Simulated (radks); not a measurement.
Problem. Species: Zn IV. Configuration: [Ne] 3s1.5 3p6 3d9 4p0.5 (fractional occupations, a model configuration). All-electron calculation, Dirac Kohn-Sham, exchange-only PBE, spin-unpolarised, spherical densities, finite nucleus; open shells are shared between the two j in proportion to 2j + 1; Fermi nuclear charge, rms radius 3.9283 fm. Program: a radial shooting solver on a logarithmic mesh with Libxc functionals.

Spin-orbit splittings of the eigenvalues, e(l+1/2) - e(l-1/2), with zeta = 2 splitting/(2l+1) and mean radii in bohr:

| shell | occ. | splitting (eV) | zeta (eV) | <r> j=l-1/2 | <r> j=l+1/2 |
|---|---|---|---|---|---|
| 2p | 6 | ? | ? | 0.1959 | 0.1993 |
| 3p | 6 | 3.157 | 2.105 | 0.6949 | 0.7050 |
| 3d | 9 | 0.4114 | 0.1646 | 0.7972 | 0.8017 |
| 4p | 0.5 | 0.2922 | 0.1948 | 2.292 | 2.315 |

Estimate the 2p splitting.

Solution. 23.90 eV (zeta = 15.93 eV).
